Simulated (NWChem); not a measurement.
C$_{4}$H$_{6}$O; SMILES C#CCOC

```xyz
11

C      0.2735     2.5762     0.0000
C     -0.0990     1.4288     0.0000
C     -0.5891     0.0512     0.0000
O      0.5013    -0.8528     0.0000
C      0.0689    -2.1970     0.0000
H      0.6172     3.5855     0.0000
H     -1.2284    -0.1149     0.8855
H     -1.2284    -0.1149    -0.8855
H      0.9668    -2.8196     0.0000
H     -0.5319    -2.4340     0.8935
H     -0.5319    -2.4340    -0.8935
```
Atoms are numbered in this order, from 1.

Results from NWChem. Medium grid unless said otherwise, to which SCAN and Minnesota functionals are sensitive. The geometry was optimised at B3LYP/6-31G* (spherical d). Total energies of different functionals are on different scales.

```tsv
level	energy (Ha)	highest occupied level (eV)	orbital gap (eV)	dipole (D)
PBE/def2-TZVP	-230.9591	-6.06	5.48	1.43
B3LYP/def2-TZVP	-231.2603	-7.34	7.53	1.53
PBE0/def2-TZVP	-230.9745	-7.56	8.01	1.54
LDA (Slater exchange, VWN5)/def2-TZVP	-229.2559	[?]	[?]	1.50
CAM-B3LYP/def2-TZVP	-231.1384	-8.97	10.50	1.60
M06-2X/def2-TZVP	-231.1518	-8.97	10.31	1.59
```

Task: Some entries are withheld; supply them.

Result: 
- LDA (Slater exchange, VWN5)/def2-TZVP, highest occupied level (eV): -6.17
- LDA (Slater exchange, VWN5)/def2-TZVP, orbital gap (eV): 5.32
